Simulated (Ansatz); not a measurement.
BF3 adduct: binding per atom (eV) at several levels, gas phase, relaxed structures; Ansatz. Binding counts from free atoms in the multiplicity of their measured ground term, without zero-point energy. The structures are stationary points that may keep the symmetry of their start.

| species | state | geometry | PBE-D4/def2-SVP | PBE-D4/def2-TZVP | r2SCAN-D4/def2-TZVP | PBE0-D4/def2-SVP | PBE0-D4/def2-TZVP | HSE06-D4/def2-TZVP |
| --- | --- | --- | --- | --- | --- | --- | --- | --- |
| B(H2O)F3 (BOF3H2) | singlet | r2SCAN-D4/def2-SVP | 4.58 | 4.48 | 4.40 | 4.42 | 4.35 | 4.35 |
| B(NH3)F3 (BNF3H3) | singlet | r2SCAN-D4/def2-SVP | 4.44 | 4.36 | 4.27 | 4.31 | 4.25 | 4.25 |
| B(IMe)F3 (C5H8BF3N2) | singlet | PBE-D4/def2-SVP | 4.86 | 4.77 | 4.62 | 4.73 | 4.64 | 4.65 |
